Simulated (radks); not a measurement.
Values are calculated unless marked as measured or tabulated.
Task: The table gives one normalised radial function P(r) = r R(r) of Er4+ in [Xe] 4f10 (r in bohr). Code: a radial shooting solver on a logarithmic mesh with Libxc functionals. Model: scalar-relativistic Kohn-Sham, PBEsol, spin-polarised, spherical densities, finite nucleus; open shells are filled with parallel spins first (spin-orbit coupling, left out, can overturn this in heavy ions); Fermi nuclear charge, rms radius 5.2516 fm.

| r | P |
|---|---|
| 0.001277 | 0.0630 |
| 0.00169 | 0.0779 |
| 0.002218 | 0.0946 |
| 0.002935 | 0.1140 |
| 0.003852 | 0.1339 |
| 0.005097 | 0.1537 |
| 0.00669 | 0.1692 |
| 0.008852 | 0.1759 |
| 0.01162 | 0.1666 |
| 0.01537 | 0.1322 |
| 0.02018 | 0.0673 |
| 0.0267 | -0.0328 |
| 0.03533 | -0.1523 |
| 0.04637 | -0.2504 |
| 0.06135 | -0.2720 |
| 0.08053 | -0.1604 |
| 0.1066 | 0.0874 |
| 0.1399 | 0.3365 |
| 0.1851 | 0.3783 |
| 0.2429 | 0.0772 |
| 0.3214 | -0.4020 |
| 0.4218 | -0.5829 |
| 0.5582 | -0.1784 |
| 0.7326 | 0.5385 |
| 0.9694 | 1.0408 |
| 1.283 | 1.0013 |
| 1.684 | 0.6203 |
| 2.228 | 0.2413 |
| 2.924 | 0.0584 |
| 3.869 | 0.0071 |

Which n and l does it have? It may be an empty orbital.

Result: n = 5, l = 0: the number of nodes gives n - l - 1 = 4, the rise at small r (about r^(l+1), flatter next to the nucleus through relativity) gives l, and the extent must fit the shell. The curve is that of 5s up; the table hardly tells the two spins apart. 5s up: eigenvalue -100.15 eV, 4 radial nodes at r = 0.0246, 0.0976, 0.254, 0.599 bohr, <r> = 1.20 bohr, 90 % of the charge inside 1.72 bohr.
